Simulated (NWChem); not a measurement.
Species: C₃H₅FO; SMILES C[C@H](F)C=O

```xyz
10

C      1.3953     0.6738     0.1075
C     -0.0361     0.4347    -0.3044
F     -0.8650     1.4211     0.1780
C     -0.5747    -0.9015     0.1711
O      0.0555    -1.9214     0.1433
H      2.0114    -0.1736    -0.2239
H      1.4675     0.7495     1.2024
H      1.7801     1.6013    -0.3377
H     -0.1243     0.4320    -1.4093
H     -1.6335    -0.8528     0.5372
```
Atoms are numbered in this order, from 1.

Level: PBE0/def2-SVP (NWChem), optimised geometry, unscaled harmonic frequencies. 

**Question.** List the harmonic frequencies with IR intensities, and the thermochemistry.

**Answer.** 
```tsv
frequency (cm⁻¹)	IR intensity (km/mol)
93	14.1
225	2.0
256	10.0
382	11.7
438	2.6
575	6.0
852	10.0
908	1.9
966	25.5
1116	4.1
1162	5.4
1174	80.2
1331	5.3
1338	5.6
1378	2.2
1399	41.1
1454	10.8
1471	1.0
1897	129.5
2933	89.2
3035	18.4
3075	6.5
3178	6.4
3190	2.4
```

```json
{
  "zero_point_energy": "48.3 kcal/mol",
  "thermal correction to the enthalpy at 298.15 K (with zero-point energy)": "52.5 kcal/mol",
  "heat capacity Cv": "18.3 cal/(mol K)",
  "entropy at 298.15 K and 1 atm (symmetry number 1)": "74.7 cal/(mol K)",
  "dipole_moment": "1.25 D"
}
```

Rigid rotor and harmonic oscillator; modes under 100 cm⁻¹ make the entropy uncertain.
